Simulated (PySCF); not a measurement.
## Molecular orbitals of TlSi

HSE06 at R = 2.662 Å; Tl def2-TZVPP with ECP60, Si def2-TZVPP; scalar-relativistic core potentials (PySCF 2.14). State: ⁴Σ⁻ (quartet), unpaired electrons σ ↑, π ↑↑. Only the outer orbitals are listed, counted within each symmetry, core potentials removing the inner ones.

```tsv
spin	orbital	occ.	ε (eV)	on Tl (%)	main shells (%)
α	7σ	1	-12.95	34	63 Si s, 29 Tl s
α	8σ	1	-9.91	61	60 Tl s, 32 Si s
α	9σ	1	-5.10	40	59 Si p, 33 Tl p
α	4π	1	-4.99	20	79 Si p, 19 Tl p
α	4π	1	-4.99	20	79 Si p, 19 Tl p
α	5π	0	-1.99	80	79 Tl p, 18 Si p
α	5π	0	-1.99	80	79 Tl p, 18 Si p
α	10σ	0	-0.08	86	88 Tl p, 22 Si p
β	7σ	1	-11.25	61	59 Tl s, 36 Si s
β	8σ	1	-8.41	41	56 Si s, 36 Tl s
β	9σ	0	-2.86	44	53 Si p, 40 Tl p
β	4π	0	-2.74	57	57 Tl p, 42 Si p
β	4π	0	-2.74	57	57 Tl p, 42 Si p
```

Q: Which are the highest filled and the lowest empty level, where do they sit, and how wide is the gap?

A: Highest filled α 4π at -4.99 eV (in %: 79 Si p, 19 Tl p); lowest empty β 9σ at -2.86 eV (in %: 53 Si p, 40 Tl p); the gap at HSE06 is 2.13 eV.

```json
{
 "bond order (Mayer)": "1.30",
 "⟨S²⟩": "3.753",
 "charge on Tl (Mulliken, basis-dependent)": "0.27",
 "charge on Tl (Löwdin, basis-dependent)": "0.04",
 "dipole moment (positive dipole means Tl(−)Si(+))": "-2.43 D"
}
```

Spin–orbit coupling is left out, which matters for elements this heavy, above all for dissociation energies. The state is the lowest determinant that a PBE0 search found; another state may lie lower at other levels.
